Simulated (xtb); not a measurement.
C5H4N, doublet, at a GFN2-xTB geometry; GFN2-xTB (xtb).

xtb was given this input:
```
$ xtb mol.xyz --gfn 2 --uhf 1 --ohess --json

# file mol.xyz
10

C      0.63209058    -1.22024868     0.00213114
N     -0.64629227    -1.23442534    -0.05415938
C     -1.34250590    -0.10541752    -0.06100991
C     -0.67699484     1.10741371    -0.00646097
C      0.71176925     1.11346857     0.05449419
C      1.41491343    -0.08547821     0.06018361
H     -2.41988510    -0.18337616    -0.10983212
H     -1.23281981     2.03263606    -0.01143014
H      1.24980916     2.05081684     0.09769064
H      2.49130647    -0.11752659     0.10665885
```

**Question.** What does xtb print? Leave out banner, timings and long lists.

**Answer.** 
```
   ID    Z sym.   atoms
    1    6 C      1, 3-6
    2    7 N      2
    3    1 H      7-10

           -------------------------------------------------
          |                Calculation Setup                |
           -------------------------------------------------

           -------------------------------------------------
          |                 G F N 2 - x T B                 |
           -------------------------------------------------

          ...................................................
          :                      SETUP                      :
          :.................................................:
          :  # basis functions                  28          :
          :  # atomic orbitals                  28          :
          :  # shells                           16          :
          :  # electrons                        29          :
          :  max. iterations                   250          :
          :  Hamiltonian                  GFN2-xTB          :
          :  restarted?                      false          :
          :  GBSA solvation                  false          :
          :  PC potential                    false          :
          :  electronic temp.          300.0000000     K    :
          :  accuracy                    1.0000000          :
          :  -> integral cutoff          0.2500000E+02      :
          :  -> integral neglect         0.1000000E-07      :
          :  -> SCF convergence          0.1000000E-05 Eh   :
          :  -> wf. convergence          0.1000000E-03 e    :
          :  Broyden damping             0.4000000          :
          :  net charge                          0          :
          :  unpaired electrons                  1          :
          ...................................................

 iter      E             dE          RMSdq      gap      omega  full diag
   1    -15.7979770 -0.157980E+02  0.531E+00    2.04       0.0  T
   2    -15.8107861 -0.128091E-01  0.345E+00    1.31       1.0  T
   3    -15.7936151  0.171711E-01  0.216E+00    2.20       1.0  T
   4    -15.8261497 -0.325346E-01  0.482E-01    1.58       1.0  T
   5    -15.8286130 -0.246334E-02  0.128E-01    1.71       1.0  T
   6    -15.8286886 -0.756047E-04  0.415E-02    1.71       1.0  T
   7    -15.8286918 -0.321194E-05  0.269E-02    1.70       1.2  T
   8    -15.8286941 -0.231416E-05  0.871E-03    1.70       3.6  T
   9    -15.8286946 -0.521257E-06  0.268E-03    1.70      11.8  T
  10    -15.8286947 -0.311511E-07  0.900E-04    1.70      35.1  T
  11    -15.8286947 -0.227955E-09  0.315E-04    1.70     100.3  T

   *** convergence criteria satisfied after 11 iterations ***

         :::::::::::::::::::::::::::::::::::::::::::::::::::::
         ::                     SUMMARY                     ::
         :::::::::::::::::::::::::::::::::::::::::::::::::::::
         :: total energy             -15.550809569219 Eh    ::
         :: gradient norm              0.000079600912 Eh/a0 ::
         :: HOMO-LUMO gap              1.704143359196 eV    ::
         ::.................................................::
         :: SCC energy               -15.828692051711 Eh    ::
         :: -> isotropic ES            0.004458242723 Eh    ::
         :: -> anisotropic ES          0.001480307645 Eh    ::
         :: -> anisotropic XC          0.013839440798 Eh    ::
         :: -> dispersion             -0.006656855999 Eh    ::
         :: repulsion energy           0.277882482492 Eh    ::
         :: add. restraining           0.000000000000 Eh    ::
         :: total charge               0.000000000000 e     ::
         :::::::::::::::::::::::::::::::::::::::::::::::::::::

      -----------------------------------------------------------
     |                   =====================                   |
     |                        A N C O P T                        |
     |                   =====================                   |
[...]
 * total energy  :   -15.5508096 Eh     change       -0.6361454E-09 Eh
   *** GEOMETRY OPTIMIZATION CONVERGED AFTER 1 ITERATIONS ***
         :: total energy             -15.550809569860 Eh    ::
[...]
  17:  1.89  18:  8.41  19:  1.14  20:  0.52  21:  1.23  22:  4.98  23:  2.41  24: 11.79
  25: 29.48  26: 30.13  27: 16.21  28: 29.27  29: 32.55  30: 26.39
 Raman intensities (Ä⁴*amu⁻¹)
   1:  0.00   2:  0.00   3:  0.00   4:  0.00   5:  0.00   6:  0.00   7:  0.00   8:  0.00
   9:  0.00  10:  0.00  11:  0.00  12:  0.00  13:  0.00  14:  0.00  15:  0.00  16:  0.00
  17:  0.00  18:  0.00  19:  0.00  20:  0.00  21:  0.00  22:  0.00  23:  0.00  24:  0.00
  25:  0.00  26:  0.00  27:  0.00  28:  0.00  29:  0.00  30:  0.00
 output can be read by thermo (or use thermo option).
 writing <g98.out> molden fake output.
 recommended (thermochemical) frequency scaling factor: 1.0
           -------------------------------------------------
          |             Thermodynamic Functions             |
           -------------------------------------------------

cs  symmetry found (for desy threshold:  0.10E+00) used in thermo

          ...................................................
          :                      SETUP                      :
          :.................................................:
          :  # frequencies                          24      :
          :  # imaginary freq.                       0      :
          :  linear?                             false      :
          :  only rotor calc.                    false      :
          :  symmetry                               cs      :
          :  rotational number                       1      :
          :  scaling factor                  1.0000000      :
          :  rotor cutoff                   50.0000000 cm⁻¹ :
          :  imag. cutoff                  -20.0000000 cm⁻¹ :
          :.................................................:

    mode    ω/cm⁻¹     T·S(HO)/kcal·mol⁻¹    T·S(FR)/kcal·mol⁻¹   T·S(vib)
   ------------------------------------------------------------------------
       1    292.19    -0.43567 ( 99.91%)    -0.53341 (  0.09%)    -0.43576
   ------------------------------------------------------------------------

   temp. (K)  partition function   enthalpy   heat capacity  entropy
                                   cal/mol     cal/K/mol   cal/K/mol   J/K/mol
 298.15  VIB   2.09                 1071.526     10.851      5.062
         ROT  0.777E+05              888.752      2.981     25.359
         INT  0.163E+06             1960.278     13.832     30.422
         TR   0.668E+27             1481.254      4.968     38.963
         TOT                        3441.5321    18.7999    69.3848   290.3061

       T/K    H(0)-H(T)+PV         H(T)/Eh          T*S/Eh         G(T)/Eh
   ------------------------------------------------------------------------
    298.15    0.548443E-02    0.783149E-01    0.329670E-01    0.453480E-01
   ------------------------------------------------------------------------

         :::::::::::::::::::::::::::::::::::::::::::::::::::::
         ::                  THERMODYNAMIC                  ::
         :::::::::::::::::::::::::::::::::::::::::::::::::::::
         :: total free energy         -15.505461591716 Eh   ::
         ::.................................................::
         :: total energy              -15.550809569859 Eh   ::
         :: zero point energy           0.072830510429 Eh   ::
         :: G(RRHO) w/o ZPVE           -0.027482532287 Eh   ::
         :: G(RRHO) contrib.            0.045347978142 Eh   ::
         :::::::::::::::::::::::::::::::::::::::::::::::::::::

optimized geometry written to: xtbopt.xyz

           -------------------------------------------------
          | TOTAL ENERGY              -15.550809569859 Eh   |
          | TOTAL ENTHALPY            -15.472494628957 Eh   |
          | TOTAL FREE ENERGY         -15.505461591716 Eh   |
          | GRADIENT NORM               0.000079705876 Eh/α |
          | HOMO-LUMO GAP               1.704171859618 eV   |
           -------------------------------------------------

normal termination of xtb
```
